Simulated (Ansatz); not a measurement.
Species: C3H2O, charge 0, multiplicity 1. 
Structure (B3LYP-D3(BJ)/def2-TZVP (Ansatz, an electronic-structure program) minimum search):
```xyz
6

O      1.5195    -0.1901     0.0624
C      0.3298    -0.0413     0.0135
C     -1.0024    -0.5494    -0.0487
C     -0.8370     0.7796    -0.0268
H     -1.7398    -1.3393    -0.0889
H     -1.3582     1.7270    -0.0382
```

Basis-set convergence of Hartree-Fock and CCSD(T) correlation energies (hartree) with Ansatz. Valence correlation only, unless marked. Spin-orbit coupling is left out. Non-relativistic.

| basis | functions | E(HF) | E(corr, CCSD(T)) | rough core time |
|---|---|---|---|---|
| aug-cc-pVDZ | 110 | -189.55938 | -0.61645 | under 20 s |
| aug-cc-pVTZ | 230 | (withheld) | (withheld) | 40 s |

Problem. What belongs in the gaps?

Solution. 
- aug-cc-pVTZ, E(HF): -189.60496
- aug-cc-pVTZ, E(corr, CCSD(T)): -0.73514
